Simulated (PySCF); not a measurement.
C₄H₁₀OSi, SMILES C=C(CC)[SiH2]O.

Geometry optimised at B3LYP-D3(BJ)/def2-SVP. This is a generated structure with no PubChem entry under its InChIKey; it may be hypothetical. Other conformers were not sampled.

Two levels are set side by side: TDA-PBE/def2-SVPD (PySCF) and TDA-CAM-B3LYP/def2-SVPD (PySCF). Vertical, same geometry. The lowest singlet is HOMO→LUMO+1 96 % with PBE and HOMO−1→LUMO+1 78 % with the other functional; states are paired by order. Differences are taken from unrounded values.

| quantity | TDA-CAM-B3LYP | TDA-PBE | TDA-PBE minus TDA-CAM-B3LYP |
|---|---|---|---|
| lowest singlet excitation (eV) | 6.69 | 5.72 | -0.97 |
| lowest triplet excitation (TDA) (eV) | 4.22 | 4.30 | 0.08 |
| first bright state (f over 0.05) (eV) | 7.42 | 6.88 | -0.54 |
| its oscillator strength | 0.39 | 0.06 | -0.34 |

A lower first singlet is the usual sign of a functional without exact exchange. Differences between two approximate levels are no errors against the true value.

Rough cost on one machine, each run with all the roots and properties that it gave: TDA-CAM-B3LYP against TDA-PBE about 4 times.
